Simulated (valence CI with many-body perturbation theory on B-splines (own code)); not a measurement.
**Se XIII in brief**

Calculated by configuration interaction combined with many-body perturbation theory (CI+MBPT): four valence electrons over a frozen Dirac-Fock core [Ar], radial functions for each j: 7 s, 7 p, 8 d, 6 f, 4 g, 1 h, with the one-electron correlation potential Σ1 (screened to all orders), the two-electron term Σ2, the three-electron term Σ3, Breit, model QED; selected single and double excitations, second order for the rest, scaled by the run's own slope (own B-spline code, finite nucleus).

No measured spectrum was set against this ion. As an estimate, terms of the open shell hold to 2 to 4 % of their energy, and close levels can change places. Only levels of the ground parity were solved; by the run's estimate the other parity begins above the list, which can be wrong where configurations are misplaced.

Rates and lifetimes use the calculated energies. Strong lines usually hold to 10 to 20 %, long lifetimes can be off by a factor of two.

Question: What is the ground level?

Answer: 3d⁴ ⁵D_0, composition 96 % 3d⁴ ⁵D + 4 % 3d⁴ ³P.

Question: What is the ionisation energy?

Answer: 382.87 eV; NIST lists 383 ± 3 eV (theoretical).

Question: How well does LS coupling describe the low levels?

Answer: Among the lowest 20 levels the leading LS term, summed over configurations, holds 88 % on average. For single configurations the figures are 88 % in LS and 57 % in jj coupling. Terms mix most in the J = 3 level at 6.908 eV, where the leading one holds 62 %.

Question: How is the term ⁵D of the ground level split?

Answer: J = 0 at 0.000, J = 1 at 0.181, J = 2 at 0.472, J = 3 at 0.822, J = 4 at 1.205 eV.
